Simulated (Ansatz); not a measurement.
A nudged elastic band was laid between two geometries of ClF4H3NTa (10 atoms, charge 0, multiplicity 1).

Computed with RKS PBE/def2-SVP in Ansatz 0.2.0.

```yaml
movable_images: 9
climbing_image: yes
spring: 5.0 eV/Å²
optimiser: quadratic models (default)
start_path: through a guess of the saddle point
force_threshold: 0.05 eV/Å
iteration_limit: 60
end_points: relaxed
```

First end point:

```xyz
10
Properties=species:S:1:pos:R:3
Ta 0.111 0.015 0.188
Cl 2.356 0.741 -0.018
F 0.183 0.381 2.055
F 0.285 -0.933 -1.454
F -0.750 1.568 -0.419
F -1.449 -1.022 0.531
N 1.090 -1.981 0.964
H 0.814 -2.789 0.388
H 0.813 -2.183 1.936
H 2.118 -1.926 0.944
```

Last end point:

```xyz
10
Properties=species:S:1:pos:R:3
Ta -0.317 -0.113 0.267
Cl 3.508 -1.393 -0.283
F 0.337 0.945 1.700
F 0.625 0.861 -1.032
F -2.103 0.304 0.678
F -0.839 -1.465 -0.960
N 0.602 -1.613 1.219
H 0.431 -2.597 0.979
H 0.962 -1.513 2.176
H 2.368 -1.545 0.371
```

Which bonds break or form, and what moves?

Bonds broken: Ta1–Cl2, N7–H10. Bonds formed: Cl2–H10. ClF4H3NTa becomes ClH + F4H2NTa.

Give the energies along the band, and the barrier.

The run converged. The highest image is number 9 of 0 to 10, 37.5 kcal/mol above the first end and 0.8 kcal/mol above the last; the last end lies 36.7 kcal/mol above the first. The profile has 2 maxima (images 4, 9) with wells between them (image 6): this band takes more than one step, which may be the mechanism or a detour left from its start path. A vibrational analysis at the climbing image gives one clearly imaginary mode, 63i cm⁻¹: a first-order saddle point. The orbitals stay closed-shell, which can raise the energy where a bond breaks towards radicals; this wasn't checked here.

```json
{"image": "0", "path coordinate (Å)": "0.00", "energy (kcal/mol)": "0.0", "Ta1–Cl2 (Å)": "2.37", "N7–H10 (Å)": "1.03", "Cl2–H10 (Å)": "2.84"}
{"image": "1", "path coordinate (Å)": "0.70", "energy (kcal/mol)": "2.0", "Ta1–Cl2 (Å)": "2.37", "N7–H10 (Å)": "1.03", "Cl2–H10 (Å)": "2.82"}
{"image": "2", "path coordinate (Å)": "1.40", "energy (kcal/mol)": "6.6", "Ta1–Cl2 (Å)": "2.37", "N7–H10 (Å)": "1.03", "Cl2–H10 (Å)": "2.73"}
{"image": "3", "path coordinate (Å)": "2.11", "energy (kcal/mol)": "10.2", "Ta1–Cl2 (Å)": "2.39", "N7–H10 (Å)": "1.03", "Cl2–H10 (Å)": "2.64"}
{"image": "4", "path coordinate (Å)": "2.81", "energy (kcal/mol)": "10.8", "Ta1–Cl2 (Å)": "2.40", "N7–H10 (Å)": "1.03", "Cl2–H10 (Å)": "2.58"}
{"image": "5", "path coordinate (Å)": "3.52", "energy (kcal/mol)": "8.5", "Ta1–Cl2 (Å)": "2.40", "N7–H10 (Å)": "1.03", "Cl2–H10 (Å)": "2.59"}
{"image": "6", "path coordinate (Å)": "4.23", "energy (kcal/mol)": "4.0", "Ta1–Cl2 (Å)": "2.39", "N7–H10 (Å)": "1.03", "Cl2–H10 (Å)": "2.66"}
{"image": "7", "path coordinate (Å)": "4.95", "energy (kcal/mol)": "4.6", "Ta1–Cl2 (Å)": "2.44", "N7–H10 (Å)": "1.04", "Cl2–H10 (Å)": "2.26"}
{"image": "8", "path coordinate (Å)": "5.67", "energy (kcal/mol)": "25.5", "Ta1–Cl2 (Å)": "2.85", "N7–H10 (Å)": "1.17", "Cl2–H10 (Å)": "1.74"}
{"image": "9", "path coordinate (Å)": "6.39", "energy (kcal/mol)": "37.5", "Ta1–Cl2 (Å)": "3.38", "N7–H10 (Å)": "1.80", "Cl2–H10 (Å)": "1.35"}
{"image": "10", "path coordinate (Å)": "7.26", "energy (kcal/mol)": "36.7", "Ta1–Cl2 (Å)": "4.07", "N7–H10 (Å)": "1.96", "Cl2–H10 (Å)": "1.32"}
```

What is the geometry of the highest image?


```xyz
10
Properties=species:S:1:pos:R:3:forces:R:3
Ta -0.143 -0.152 0.209 0.00 0.00 0.00
Cl 3.050 -1.081 -0.393 0.00 0.00 0.00
F 0.641 0.909 1.571 0.00 0.00 0.00
F 0.535 0.954 -1.159 0.00 0.00 0.00
F -1.912 0.269 0.633 0.00 0.00 0.00
F -0.561 -1.544 -1.009 0.00 0.00 0.00
N 0.573 -1.685 1.334 0.00 0.00 0.00
H 0.345 -2.666 1.135 0.00 0.00 0.00
H 0.888 -1.557 2.302 0.00 0.00 0.00
H 2.158 -1.574 0.491 0.00 0.00 0.00
```

Time of the run: 7.1 min on 4 threads of Arm Neoverse V1, on a shared host, peak memory 0.22 GiB.
